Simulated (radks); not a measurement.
Values are calculated unless marked as measured or tabulated.
Effect of the nuclear size on the potassium ion K3+, [Ne] 3s2 3p4. Level of theory: Dirac Kohn-Sham, exchange-only LDA, spin-unpolarised, spherical densities, finite nucleus; open shells fill j = l - 1/2 first; Fermi nuclear charge, rms radius 3.4349 fm (a radial shooting solver on a logarithmic mesh with Libxc functionals). The rms radius is varied about that value; shifts are against it.

[
 {"rms radius (fm)": "2.8269", "total energy shift (eV)": "-0.00757", "density at nucleus (e/bohr^3)": "5182", "1s1/2 shift (meV)": "-3.19", "2s1/2 shift (meV)": "-0.246"},
 {"rms radius (fm)": "3.1498", "total energy shift (eV)": "-0.00373", "density at nucleus (e/bohr^3)": "5169", "1s1/2 shift (meV)": "-1.57", "2s1/2 shift (meV)": "-0.121"},
 {"rms radius (fm)": "3.4349", "total energy shift (eV)": "0", "density at nucleus (e/bohr^3)": "5159", "1s1/2 shift (meV)": "0.000", "2s1/2 shift (meV)": "0.000"},
 {"rms radius (fm)": "3.6307", "total energy shift (eV)": "0.00274", "density at nucleus (e/bohr^3)": "5152", "1s1/2 shift (meV)": "1.16", "2s1/2 shift (meV)": "0.089"},
 {"rms radius (fm)": "3.799", "total energy shift (eV)": "0.00522", "density at nucleus (e/bohr^3)": "5147", "1s1/2 shift (meV)": "2.20", "2s1/2 shift (meV)": "0.170"}
]

Slopes of the eigenvalues against <r^2> in GHz/fm^2, as finite differences over the two radii next to the reference (eigenvalue slopes, not the field-shift constants of lines): 1s1/2 202, 2s1/2 15.6.
